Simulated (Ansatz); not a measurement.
C$_{2}$H$_{7}$BFN (`BN(C)CF`), relaxed with RKS PBE-D4/def2-SVP in Ansatz 0.2.0 from a rough embedded geometry. The force threshold is 0.03 eV/Å; the program also tests the step.

The species carries charge 0 and has multiplicity 1.

Start:

```xyz
12

B     0.326    1.391   -0.415
N    -0.455    0.125   -0.276
C    -0.682   -0.100    1.127
C     0.341   -0.998   -0.792
F     0.416   -0.852   -2.233
H    -0.146    2.335   -1.085
H     1.416    1.568    0.030
H     0.313   -0.207    1.745
H    -1.284    0.765    1.629
H    -1.299   -1.016    1.322
H    -0.263   -1.941   -0.665
H     1.316   -1.071   -0.387
```

| step | energy (eV) | largest force (eV/Å) | largest move (Å) |
| --- | --- | --- | --- |
| 1 | -7056.0491 | 4.003 | 0.000 |
| 2 | -7056.3762 | 1.498 | 0.114 |
| 3 | -7056.5013 | 0.588 | 0.195 |
| 4 | -7056.6465 | 0.878 | 0.194 |
| 5 | -7056.8327 | 0.930 | 0.196 |
| 6 | -7057.0784 | 0.800 | 0.195 |
| 7 | -7057.3347 | 0.763 | 0.195 |
| 8 | -7057.5852 | 0.661 | 0.200 |
| 9 | -7057.7588 | 0.652 | 0.200 |
| 10 | -7057.8533 | 0.244 | 0.199 |
| 11 | -7057.8843 | 0.168 | 0.200 |
| 12 | -7057.9062 | 0.612 | 0.190 |
| 13 | -7057.9102 | 1.232 | 0.196 |
| 14 | -7057.9979 | 0.323 | 0.200 |
| 15 | -7058.0265 | 0.239 | 0.200 |
| 16 | -7058.0367 | 0.145 | 0.162 |
| 17 | -7058.0386 | 0.045 | 0.051 |
| 18 | -7058.0391 | 0.016 | 0.024 |

End:

```xyz
12

B     0.555    1.462   -0.341
N     0.085    0.178   -0.017
C    -0.983   -0.081    0.948
C     0.603   -1.005   -0.649
F    -0.368   -1.618   -1.430
H     0.082    2.425    0.231
H     1.431    1.567   -1.178
H    -0.618   -0.726    1.778
H    -1.343    0.874    1.370
H    -1.830   -0.604    0.460
H     0.922   -1.750    0.119
H     1.462   -0.724   -1.291
```

It took 22 s on 4 threads of an Arm Neoverse V2 on a shared host, with 0.15 GiB of host memory at the peak.
